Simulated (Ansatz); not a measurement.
`CN(C)c1ccc(-c2ccc(-c3ccc(-c4ccc(C#N)[se]4)[se]3)[se]2)[se]1`, relaxed as a singlet with RKS r2SCAN-D4/def2-SVP in Ansatz, starting from the GFN2-xTB geometry. Force threshold 0.03 eV/Å.

Single mean-field runs in def2-SVP are fitted with def2-universal-jkfit.

Start:

Cartesian coordinates in Å:
```
C -6.756 -1.713 1.168
N -6.110 -2.839 0.554
C -6.806 -4.084 0.356
C -4.789 -2.756 0.264
C -3.982 -3.735 -0.274
C -2.648 -3.360 -0.482
C -2.306 -2.076 -0.126
C -1.042 -1.439 -0.231
C 0.134 -1.972 -0.720
C 1.236 -1.115 -0.706
C 1.016 0.151 -0.211
C 1.957 1.203 -0.091
C 1.735 2.469 0.407
C 2.840 3.321 0.417
C 4.013 2.790 -0.072
C 5.272 3.436 -0.175
C 6.440 2.892 -0.667
C 7.551 3.739 -0.671
C 7.321 5.002 -0.175
C 8.256 6.026 -0.058
N 9.033 6.868 0.041
Se 5.533 5.221 0.372
Se 3.752 1.003 -0.628
Se -0.788 0.342 0.321
Se -3.813 -1.169 0.568
H -6.283 -1.465 2.128
H -7.807 -1.929 1.341
H -6.679 -0.831 0.519
H -6.766 -4.380 -0.696
H -6.362 -4.883 0.958
H -7.848 -3.970 0.644
H -4.337 -4.719 -0.523
H -1.927 -4.045 -0.897
H 0.196 -2.982 -1.087
H 2.215 -1.411 -1.060
H 0.758 2.764 0.763
H 2.796 4.337 0.782
H 6.476 1.872 -1.023
H 8.520 3.439 -1.033
```

(1) Estimate the energy that the relaxation releases and the steps that it takes.

(2) Does the start keep its bonding?

(3) Predict the relaxed structure.

Results:

(1) 17.6 kJ/mol, in 20 steps; 2 min on 2 threads of AMD EPYC 7R13 on a shared host and a share (18 GiB) of an NVIDIA H100 80GB HBM3. The force fell under the threshold at step 7, but the optimiser went on and released 0.006 eV more. No frequencies were taken in this run, so the end may be a saddle point.

(2) By distances, no bond broke or formed. The bond that changes most is C20–N21, from 1.15 to 1.17 Å (atoms count from 1).

(3) 
```xyz
39

C    -6.8308   -1.7612    1.2192
N    -6.1941   -2.8184    0.4656
C    -6.8418   -4.1104    0.3722
C    -4.8561   -2.7566    0.2072
C    -4.0282   -3.7619   -0.2858
C    -2.6832   -3.3799   -0.4889
C    -2.3424   -2.0761   -0.1611
C    -1.0638   -1.4408   -0.2631
C     0.1254   -1.9851   -0.7453
C     1.2451   -1.1324   -0.7237
C     1.0371    0.1513   -0.2319
C     1.9643    1.2273   -0.0935
C     1.7466    2.5081    0.4077
C     2.8643    3.3645    0.4194
C     4.0498    2.8317   -0.0703
C     5.3346    3.4509   -0.1858
C     6.5184    2.9066   -0.6777
C     7.6399    3.7598   -0.6725
C     7.4100    5.0342   -0.1756
C     8.3308    6.0901   -0.0496
N     9.0882    6.9746    0.0603
Se    5.6137    5.2362    0.3563
Se    3.7699    1.0435   -0.6205
Se   -0.7751    0.3427    0.2804
Se   -3.8740   -1.1653    0.4907
H    -6.5303   -1.7524    2.2863
H    -7.9217   -1.8763    1.1618
H    -6.5771   -0.7799    0.7827
H    -6.6585   -4.5583   -0.6175
H    -6.4820   -4.8203    1.1429
H    -7.9254   -3.9797    0.4912
H    -4.3877   -4.7701   -0.4966
H    -1.9392   -4.0804   -0.8772
H     0.1796   -3.0115   -1.1151
H     2.2291   -1.4543   -1.0788
H     0.7638    2.8223    0.7707
H     2.8066    4.3922    0.7911
H     6.5676    1.8776   -1.0447
H     8.6266    3.4574   -1.0303
```
Bond lengths: 16 × C–C 1.39 to 1.43 Å; 8 × C–Se 1.88 to 1.90 Å; 4 × C–N 1.17 to 1.45 Å; 14 × C–H 1.09 to 1.11 Å.
